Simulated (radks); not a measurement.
Spherical quantum dot in the effective-mass picture: electrons in a hard-walled sphere of radius 9.71, all in effective atomic units (hartree* = m*/eps^2 hartree, bohr* = eps/m* bohr), one dielectric constant everywhere. Calculated with a radial shooting solver with Libxc functionals: non-relativistic Kohn-Sham, LDA (Slater exchange, Perdew-Wang correlation), spin-polarised, spherical densities. Levels are named by radial order and angular momentum (1s, 1p, 1d, 2s, ...), and open shells are averaged over m. Results are scaled to m* = 0.575 and eps = 10.3, for which hartree* = 147.5 meV and bohr* = 0.9479 nm.

N = 15, configuration 1s2 1p6 1d(up 5, down 2). This is the lowest configuration that the search found. Occupied and some empty levels:

| level | occupation | eigenvalue (meV) | <r> (nm) |
|---|---|---|---|
| 1s up | 1 | 274.88 | 6.718 |
| 1s down | 1 | 276.87 | 6.700 |
| 1p up | 3 | 278.15 | 6.809 |
| 1p down | 3 | 280.17 | 6.797 |
| 1d up | 5 | 284.32 | 6.918 |
| 1d down | 2 | 286.38 | 6.912 |
| 1f up | 0 | 293.14 | 7.026 |
| 1f down | 0 | 295.21 | 7.024 |
| 2s up | 0 | 313.18 | 4.286 |
| 2s down | 0 | 313.97 | 4.251 |
| 2p up | 0 | 324.17 | 4.935 |
| 2p down | 0 | 325.22 | 4.912 |

Energy (meV): total 2193.75, kinetic 421.63, external 0, Hartree 2137.0, exchange-correlation -364.91.

Electron density:

| r (nm) | n(r) (e/nm^3) |
|---|---|
| 0.734 | 0.00006282 |
| 1.42 | 0.0001105 |
| 2.11 | 0.0002247 |
| 2.79 | 0.0004726 |
| 3.48 | 0.0009734 |
| 4.16 | 0.001904 |
| 4.85 | 0.003459 |
| 5.54 | 0.005670 |
| 6.22 | 0.008032 |
| 6.91 | 0.009186 |
| 7.59 | 0.007508 |
| 8.28 | 0.003376 |
| 8.97 | 0.0002427 |
